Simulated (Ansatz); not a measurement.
Species: sum formula BNH5, charge 0, multiplicity 2. It need not be the lowest isomer of its formula. 
Structure (B3LYP-D3(BJ)/def2-TZVP (Ansatz, an electronic-structure program) minimum search):
```xyz
7

B     -0.9601     0.1312    -0.0137
N      0.6350    -0.1348    -0.0398
H     -1.2139     1.2024    -0.4773
H     -1.4396    -0.2957     0.9936
H      0.8305    -1.1085     0.1748
H      1.1723     0.4349     0.6229
H      1.0057     0.0542    -0.9668
```
Charge 0, spin multiplicity 2.

Basis-set convergence of Hartree-Fock and CCSD correlation energies (hartree) with Ansatz. Cores are frozen in the correlated levels unless marked. Open shells are spin-unrestricted. No spin-orbit coupling. Non-relativistic.

```tsv
basis	functions	E(HF)	E(corr, CCSD)
aug-cc-pVDZ	91	-81.99472	-0.31700
aug-cc-pVTZ	207	(withheld)	(withheld)
```

Some entries are withheld; supply them.


- aug-cc-pVTZ, E(HF): -82.01799
- aug-cc-pVTZ, E(corr, CCSD): -0.36952
